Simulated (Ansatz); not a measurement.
System: H3SiO, charge 1, multiplicity 1. SMILES: [SiH2]=[OH+]
Geometry from a B3LYP-D3(BJ)/def2-TZVP (Ansatz, a quantum-chemistry and plane-wave program) optimisation:
```xyz
5

Si     0.0725    -0.5300     0.0468
O     -0.2154     1.0068    -0.0900
H     -1.1321    -1.3548     0.1025
H      1.4469    -1.0376     0.1086
H      0.3927     1.7583    -0.1471
```
Charge +1, spin multiplicity 1.

Wanted: vertical triplet-singlet gap, E(triplet) - E(singlet), in eV. Conventions: non-relativistic; dispersion terms only where a functional's name holds one; each state is the SCF solution reached for its charge and spin; 6-311+G** with 5d, 6d on Na to Ar in Ansatz; six Cartesian d functions in 6-31G* and its kin unless marked 5d; no spin-orbit coupling; UHF or UKS for open shells. First-principles rows: single points at B3LYP-D3(BJ) geometries (Ansatz). Levels can end on unlike triplets.

| level | program | vertical triplet-singlet gap, E(triplet) - E(singlet) (eV) |
|---|---|---|
| B3LYP/STO-3G | Ansatz | 5.56 |
| B3LYP/3-21G | Ansatz | 5.32 |
| B3LYP/6-31G* | Ansatz | 5.66 |
| B3LYP/6-311+G** | Ansatz | 5.55 |
| B3LYP/def2-TZVPD | Ansatz | 5.57 |

No value to compare with is used here. The 4 habitual levels span 5.32 (B3LYP/3-21G) to 5.66 eV (B3LYP/6-31G*); B3LYP/def2-TZVPD gives 5.57.

The sets are all those run for this method; left out are runs that failed, that the program found above a lower state of the same kind, or whose <S^2> lies over 0.5 above the pure value.
